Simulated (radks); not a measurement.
Task: Calculated with a radial shooting solver on a logarithmic mesh with Libxc functionals: scalar-relativistic Kohn-Sham, LDA (Slater exchange, Perdew-Wang correlation), spin-polarised, spherical densities, finite nucleus; open shells are filled with parallel spins first (spin-orbit coupling, left out, can overturn this in heavy ions); Fermi nuclear charge, rms radius of each element as measured or else 0.836 A^(1/3) + 0.57 fm. Response by self-consistent Sternheimer equations with the Hartree and adiabatic LDA kernel, the relativistic mass of each level held fixed and spin-orbit coupling left out. For heavy and open-shell atoms this level of theory can miss by tens of per cent. Estimate the static dipole polarisabilities of Ti3+ ([Ar] 3d1) and B+ ([He] 2s2) and the C6 coefficients of the three pairs.

Result: alpha = 2.318 and 10.77 bohr^3; C6 = 6.016 (Ti3+-Ti3+), 10.37 (Ti3+-B+), 29.14 (B+-B+) hartree bohr^6.
